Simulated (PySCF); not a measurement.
NaTl: one state, many levels of theory

State: ¹Σ⁺ (singlet), closed shell. Set-up: basis Na cc-pVDZ, Tl cc-pVDZ-PP with ECP60; scalar-relativistic core potentials; PySCF 2.14. De refers to Na + Tl in their high-spin ground configurations, without counterpoise correction. A positive dipole means Na(−)Tl(+).

```
      Level  Re (Å)  ωe (cm⁻¹)  De (eV)  μ (D)
    RHF-MP2   3.296        141     0.53    n/a
RHF-SCS-MP2   3.318        138     0.56    n/a
   RHF-CCSD   3.323        134     0.69    n/a
RHF-CCSD(T)   3.325        133     0.74    n/a
        PBE   3.284        132     0.87  -0.43
     revPBE   3.338        126     0.79  -0.35
     r²SCAN   3.277        135     0.68  -1.05
       PBE0   3.268        137     0.74  -1.01
        M06   3.303        123     1.06  -1.30
       MN15   3.191        150     0.95  -1.03
  CAM-B3LYP   3.197        146     0.72  -1.45
```

**Question.** Which functional lies closest to RHF-CCSD(T) in De, which farthest, and by how much do they differ from it?

**Answer.** Closest is PBE0 (-5.7 pm in Re, +3.0 % in ωe, +0.00 eV in De against RHF-CCSD(T) in the same basis), farthest M06 (-2.2 pm in Re, -7.5 % in ωe, +0.32 eV in De). CCSD(T) converges more slowly with the basis than the functionals do and binds too weakly in this one, so the order can change at the basis-set limit.

**Question.** What does the step from GGA to meta-GGA do here, going from PBE to r²SCAN?

**Answer.** r²SCAN less PBE: -0.7 pm in Re, +2.3 % in ωe, -0.19 eV in De. 

**Question.** What does the triples do here, going from RHF-CCSD to RHF-CCSD(T)?

**Answer.** RHF-CCSD(T) less RHF-CCSD: +0.2 pm in Re, -0.7 % in ωe, +0.05 eV in De. Correlation nearly always deepens the well. The bond lengthens, as in strong covalent bonds, where excitations into antibonding orbitals dominate.

Correlated steps freeze 5 core orbitals. Closed-shell solutions of metal pairs were not tested for spin polarisation, which can lower them a little. Correlated levels converge slowly with the basis: in double zeta they bind strong bonds too weakly, by up to about 1 eV, and carry superposition errors of some tenths. These are scalar-relativistic numbers at best; spin–orbit coupling would shift them, the dissociation energy most. Where the molecule has an RHF reference, its open-shell atoms are computed with UHF.
